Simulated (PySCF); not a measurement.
A TDDFT job was run through a driver script with this input:

```
{"job": {"kind": "uv", "xc": "PBE0", "basis": "def2-SVPD", "nstates": 8, "ntriplets": 3}, "charge": 0, "multiplicity": 1}
F     -2.083924    -1.437145    -0.842066
C     -1.105443    -0.630992    -0.431493
C     -1.043873     0.677575    -0.618731
C      0.198098     1.222310     0.018409
F     -0.117528     1.926189     1.168507
C      1.022271    -0.025126     0.398991
Cl     2.368359    -0.219220    -0.754599
C      0.059723    -1.214509     0.306299
H     -1.770462     1.302752    -1.100388
H      0.752297     1.924386    -0.613337
H      1.468725     0.096468     1.386276
H     -0.247768    -1.563888     1.294941
H      0.495136    -2.058314    -0.230538
```

The program printed, after the SCF cycles:

```
converged SCF energy = -852.4320723720

Static polarisability (au): isotropic 70.039, principal 60.376 73.867 75.874

Singlet excitations
state   eV       nm        f      main configurations
  1   6.7917    182.6   0.04597   H->L 0.52, H->L+1 0.39
  2   7.1250    174.0   0.00545   H-1->L 0.55, H-1->L+1 0.26
  3   7.2120    171.9   0.03466   H-2->L 0.35, H->L+1 0.29, H-2->L+1 0.16
  4   7.2932    170.0   0.11849   H->L 0.29, H-2->L+1 0.27, H->L+1 0.20
  5   7.5082    165.1   0.01111   H-1->L+1 0.53, H-1->L 0.24
  6   7.5891    163.4   0.00888   H->L+2 0.80, H->L+3 0.09
  7   7.6146    162.8   0.04034   H-2->L+1 0.38, H-2->L 0.34
  8   7.9855    155.3   0.00321   H->L+3 0.76, H->L+2 0.09

Triplet excitations (Tamm-Dancoff, eV): 4.4882 6.4487 6.5295
```

The calculation used PySCF 2.14.0, density-fitted response routines, TDDFT PBE0/def2-SVPD, vertical, gas phase, core orbitals frozen in the response. Isolated species at its GFN2-xTB geometry (one conformer only).

Problem. How much of the mean polarisability do the listed states account for?

Solution. The sum over states Σ f/ΔE² (ΔE in hartree) gives 3.77 au, 5% of the total; the rest comes from higher roots of the same response equations.

Problem. Give the mean polarisability in Å³.

Solution. 70.04 au × 0.148185 = 10.38 Å³.

Problem. What is the gap between the lowest singlet and the lowest triplet?

Solution. 6.7917 − 4.4882 = 2.3035 eV (full response against Tamm–Dancoff).

Problem. Give the energy of state 5 in hartree, cm⁻¹ and kJ/mol.

Solution. 0.27592 hartree, 60558 cm⁻¹, 724.4 kJ/mol.

Problem. What transition dipole goes with state 4?

Solution. |μ|² = 3f / (2ΔE) = 3 × 0.1185 / (2 × 0.2680) = 0.663 au, so |μ| = 2.07 D.

Problem. Write the structure that the coordinates describe.

Solution. `FC1=C[C@@H](F)[C@H](Cl)C1` (C5H5ClF2), point group C1.

H and L stand for HOMO and LUMO.

Time: 37 s of wall time; peak memory 0.84 GiB. Hardware: one thread of an Arm Neoverse V2, shared host with 96 logical CPUs at a one-minute load of 47.
